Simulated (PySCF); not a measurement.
An unknown shows these calculated signals:

¹H NMR (500 MHz, computed): δ 6.96 (m, 2H), 6.76 (m, 2H), 2.46 (q, 2H), 1.12 (t, 3H).

¹³C{¹H} NMR (computed): δ 157.7 (C), 132.7 (C), 123.2 (CH), 109.4 (CH), 34.0 (CH2), 21.9 (CH3).

[PySCF 2.14.0 with density-fitted response routines: geometry from PBE0-D3(BJ)/def2-SVP; σ from GIAO-KT3/pcSseg-1; no solvent; non-relativistic Hamiltonian; rapidly exchanging positions averaged; a single conformation]

Chemical shifts δ = σref − σ; ¹H (σ = 31.32 ppm), ¹³C (σ = 182.31 ppm) against TMS, all at this level.

Which of these does the molecule contain: a CH3CH2 unit, a heteroaromatic ring, a C≡C triple bond, an S-methyl group, a benzene ring?

Results:


- A CH3CH2 unit: yes (δC 21.9, 34.0; δH 1.12 (t), 2.46 (q)).
- A heteroaromatic ring: no.
- A C≡C triple bond: no.
- An S-methyl group: no.
- A benzene ring: yes.

The data belong to 1-ethyl-4-fluorobenzene (SMILES CCc1ccc(F)cc1); they needn't prove each group on their own.

Carbon signals by region: 4 in the sp2 and nitrile region (100–160 ppm), 2 below 50 ppm.

Splittings by ¹⁹F in the carbon and heteronuclear signals aren't shown, as no couplings were computed. Shifts are as computed, not scaled to solution data. Of 1211 compounds with measured shifts, 218 miss one by over three times the rms of a fit or turn the order of signals round; such compounds aren't used in these exercises. Multiplicities follow the n + 1 count of equivalent neighbours, as no J values were calculated; m marks all less simple cases, F and P coupling included.
